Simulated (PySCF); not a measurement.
SMILES c1([SiH](F)F)cc[c]([Ge]([Cl])([Cl])[Cl])cc1 (GFN2-xTB optimised geometry):

```
18

Si    -0.572    -0.497     0.000
F     -0.931     1.060     0.000
F      1.025    -0.497     0.000
C     -1.187    -1.277     1.596
C     -2.420    -0.917     2.139
C     -2.880    -1.494     3.308
C     -2.113    -2.450     3.956
C     -0.884    -2.821     3.431
C     -0.430    -2.240     2.262
Ge    -2.793    -3.325     5.627
Cl    -3.808    -5.149     5.159
Cl    -4.175    -2.075     6.668
Cl    -1.200    -3.813     6.961
H     -1.025    -1.060    -1.250
H     -3.022    -0.170     1.643
H     -3.836    -1.202     3.720
H     -0.284    -3.563     3.940
H      0.530    -2.531     1.863
```

Computed with PySCF with PBE0/def2-SVP.

Question: What are the frontier orbital energies and the dipole moment?

Answer: HOMO-2 -9.05 eV, HOMO-1 -8.40 eV, HOMO -8.24 eV, LUMO -1.79 eV, LUMO+1 -1.19 eV; dipole moment 1.61 D.

Meta-Löwdin charges at PBE0/def2-SVP: Si1 1.26, F2 -0.47, F3 -0.47, C4 -0.25, C5 -0.08, C6 -0.09, C7 -0.16, C8 -0.09, C9 -0.08, Ge10 0.82, Cl11 -0.25, Cl12 -0.24, Cl13 -0.24, H14 -0.13, H15 0.11, H16 0.12, H17 0.12, H18 0.12.
